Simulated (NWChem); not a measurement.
Molecule: BGeH3ClF; SMILES F[B](Cl)[GeH3]

Q: Give the equilibrium geometry at PBE0/def2-SVP (NWChem) as a Z-matrix, with the point group.

A: point group Cs; any orientation.
```
Ge
H 1 1.5384
H 1 1.5395 2 108.98
H 1 1.5395 2 108.99 3 117.32
B 1 2.0748 2 111.96 3 -121.34
F 5 1.3158 1 122.17 2 0.10
Cl 5 1.7567 6 117.05 1 -180.00
```
